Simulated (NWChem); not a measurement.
System: CH2F2O2Si; SMILES [SiH](F)(F)C(=O)O

Input file for NWChem:

```
start job
memory heap 200 mb stack 900 mb global 1100 mb
geometry units angstroms noautoz
  O      1.273124     1.458873     0.000000
  C      0.122215     1.115307     0.000000
  O     -0.908410     1.968966     0.000000
  Si    -0.412901    -0.724003     0.000000
  F      0.245169    -1.403522    -1.300779
  F      0.245169    -1.403522     1.300779
  H     -0.540854     2.871117     0.000000
  H     -1.868502    -0.967894     0.000000
end
basis spherical
  * library def2-tzvp
end
dft
  xc pbe0
  iterations 150
  semidirect filesize 400000000
  mulliken
end
task dft energy
```

The geometry was optimised at PBE0/def2-SVP.

Predict the main results of this run. (PBE0/def2-TZVP.) Quantities: energy (Ha); highest occupied level (eV); orbital gap (eV); dipole (D).


```yaml
energy (Ha): -678.74
highest occupied level (eV): -8.43
orbital gap (eV): 6.91
dipole (D): 2.90
```
